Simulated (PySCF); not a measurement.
Electron correlation in Ta⁺ (tantalum, charge +1)

[Xe] 4f14 5d2 6s2, high-spin 3F determinant (an excited configuration). All numbers are calculated (PySCF 2.14, scalar relativity by spin-free X2C-1e, in x2c-TZVPPall with one added diffuse shell each of s, p, d, f type (12s8p8d4f1g, 113 functions)). Frozen: [Xe] 4f14; 4 electrons correlated.

```tsv
level	correlation energy (mhartree)
CCSD	-61.91
(T)	-3.33
CCSD(T)	-65.24
```

Diagnostics: T1 = 0.014, D1 = 0.0335, largest double amplitude 0.091.

Spin-orbit coupling, absent here, splits the open shell strongly.

Cost of the coupled-cluster step: of the order of 20 core-seconds, for 4 correlated electrons.

Iterations:

```
CC2 = 0
CCSD nocc = (np.int64(3), np.int64(1)), nmo = (79, 79)
frozen orbitals [[0, 1, 2, 3, 4, 5, 6, 7, 8, 9, 10, 11, 12, 13, 14, 15, 16, 17, 18, 19, 20, 21, 22, 23, 24, 25, 26, 27, 28, 29, 30, 31, 32, 33], [0, 1, 2, 3, 4, 5, 6, 7, 8, 9, 10, 11, 12, 13, 14, 15, 16, 17, 18, 19, 20, 21, 22, 23, 24, 25, 26, 27, 28, 29, 30, 31, 32, 33]]
max_cycle = 100
direct = 0
conv_tol = 1e-08
conv_tol_normt = 1e-06
diis_space = 8
diis_start_cycle = 0
Init t2, MP2 energy = -0.0486934853007915
Init E_corr(UCCSD) = -0.0486934853011043
cycle = 1  E_corr(UCCSD) = -0.0559213162092752  dE = -0.00722783091  norm(t1,t2) = 0.0544917
cycle = 2  E_corr(UCCSD) = -0.0583844252967533  dE = -0.00246310909  norm(t1,t2) = 0.0294024
cycle = 3  E_corr(UCCSD) = -0.0609004298356714  dE = -0.00251600454  norm(t1,t2) = 0.0199735
cycle = 4  E_corr(UCCSD) = -0.0615777355619478  dE = -0.000677305726  norm(t1,t2) = 0.0107099
cycle = 5  E_corr(UCCSD) = -0.0618785637212052  dE = -0.000300828159  norm(t1,t2) = 0.00379159
cycle = 6  E_corr(UCCSD) = -0.0618646389448289  dE = 1.39247764e-05  norm(t1,t2) = 0.00158135
cycle = 7  E_corr(UCCSD) = -0.0619068219964786  dE = -4.21830516e-05  norm(t1,t2) = 0.000707707
cycle = 8  E_corr(UCCSD) = -0.0619086814419231  dE = -1.85944544e-06  norm(t1,t2) = 0.000237795
cycle = 9  E_corr(UCCSD) = -0.0619064396665655  dE = 2.24177536e-06  norm(t1,t2) = 5.50923e-05
cycle = 10  E_corr(UCCSD) = -0.0619080868767607  dE = -1.6472102e-06  norm(t1,t2) = 1.69664e-05
cycle = 11  E_corr(UCCSD) = -0.0619080096201255  dE = 7.72566352e-08  norm(t1,t2) = 6.23941e-06
cycle = 12  E_corr(UCCSD) = -0.0619079323266677  dE = 7.72934578e-08  norm(t1,t2) = 2.17748e-06
cycle = 13  E_corr(UCCSD) = -0.0619079472612654  dE = -1.49345977e-08  norm(t1,t2) = 5.8129e-07
cycle = 14  E_corr(UCCSD) = -0.061907951749989  dE = -4.48872351e-09  norm(t1,t2) = 1.71484e-07
UCCSD converged
E(UCCSD) = -15599.80099794225  E_corr = -0.06190795174998896
UCCSD(T) correction = -0.00333390745685572
```
